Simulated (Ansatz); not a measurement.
Reaction (formal exchange of groups at a B–F bond): `CBF` + `BC#C` → `C#CBBC` + H–F

Program: Ansatz. Geometries: PBE0-D4/def2-TZVP. ΔE: electronic, gas phase. CCSD(T)/CBS adds triple-zeta CCSD(T) − MP2 to the extrapolated MP2 energy (def2 sets, frozen cores). This one scheme is used for every species. DFT in def2-TZVPP. B3LYP here is the variant with VWN-RPA as its local correlation; programs differ in this. Each species was taken in one conformer, which may not be the lowest.

`CBF`:

Cartesian coordinates in Å:
```
C -0.461 0.363 0.359
B 0.574 -0.459 -0.457
F 1.870 -0.361 -0.194
H -0.018 0.998 1.127
H -1.181 -0.317 0.830
H -1.056 0.985 -0.319
H 0.272 -1.208 -1.346
```

`BC#C`:

```xyz
6

B     0.030   -1.012   -0.508
C    -0.010    0.328    0.165
C    -0.041    1.409    0.707
H     1.061   -1.607   -0.589
H    -0.971   -1.480   -0.960
H    -0.069    2.362    1.185
```

`C#CBBC`:

Cartesian coordinates in Å:
```
C -0.450 0.755 -2.863
C -0.304 0.010 -1.920
B -0.129 -0.874 -0.716
B -0.434 -0.329 0.818
C 0.616 0.295 1.790
H -0.577 1.400 -3.701
H 0.231 -2.005 -0.902
H -1.552 -0.480 1.246
H 0.837 -0.493 2.528
H 0.201 1.121 2.375
H 1.563 0.600 1.344
```

H–F:

Z-matrix (Å, degrees):
```
F
H 1 0.920
```

| species | B3LYP energy (Eh) |
| --- | --- |
| `CBF` | -165.34160 |
| `BC#C` | -102.82686 |
| `C#CBBC` | -167.61209 |
| H–F | -100.49272 |

(1) Work out ΔE.

Largest T1 diagnostic among the species: 0.014.

Answers

(1) ΔE = (-167.61209) + (-100.49272) − (-165.34160) − (-102.82686) = 0.06365 Eh = +167.1 kJ/mol. CCSD(T)/CBS gives +154.9 kJ/mol.

In def2-TZVPP, CCSD(T) changes the Hartree–Fock value by −23.4 kJ/mol (the triples alone add −1.9 kJ/mol) and MP2 by −22.3 kJ/mol. Leaving LDA and LC-ωPBE aside and taking each functional with its dispersion term where it has one, the values, not all of them listed here, spread over 24.8 kJ/mol, from revPBE-D4 to CAM-B3LYP-D4.
